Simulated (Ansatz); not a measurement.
# Energy profile

The step: BH₂Br ([BH2][Br]) + H₂S → BH₃S ([BH2][SH]) + HBr; bonds formed: Br2–H5; dative contacts that become bonds: B1–S6; bonds broken: B1–Br2, H5–S6 (atoms numbered as in the saddle structure below).

```
7
angstrom
B -0.5952 -0.5052 0.0001
Br 0.6294 0.1226 -1.9064
H -0.5208 -1.6890 -0.0827
H -1.6113 0.0965 -0.1278
H 1.1942 0.3430 -0.4151
S 0.6654 0.1791 1.2537
H 0.2383 1.4529 1.2782
```

Electronic energies by CCSD(T) at an estimated basis limit (MP2 extrapolated from triple and quadruple zeta, plus CCSD(T) − MP2 in triple zeta), on PBE0-D4/def2-TZVP structures; BH₄SBr, closed shell; no counterpoise correction. Computed with Ansatz 0.2.0 (basis: def2-TZVPP and def2-QZVPP); correlated methods freeze the cores. Filled d shells of the heavier atoms are correlated. The def2 sets are not built for correlating such inner shells, so the correlated values are less sure here. Extrapolation: Hartree–Fock as exp(−7.88 √X), correlation as X^−2.97.

(1) Give the profile in kcal/mol, counted from the separated reactants. (An estimate is asked for; the value comes from the calculation.)

No T1 diagnostic of these runs exceeds 0.015.

## Answers

(1) The calculation gives:
```
                                                                                       point  kcal/mol
separated: BH₂Br (linked as [BH2][Br]; B1, Br2, H3, H4; singlet) + H₂S (H5, S6, H7; singlet)      0.00
                                                                             start structure    -10.42
                                                                                      saddle     10.13
                                                                               end structure     -4.24
 separated: BH₃S (linked as [BH2][SH]; B1, H3, H4, S6, H7; singlet) + HBr (Br2, H5; singlet)     -2.32
```

For scale, one of the runs: CCSD(T)/def2-TZVPP, 177 basis functions (an equivalent command: `ansatz run in.yaml --threads 2`). Time: 31 s of wall clock on 2 CPU threads; the host was shared. Peak host memory: 1.7 GiB.
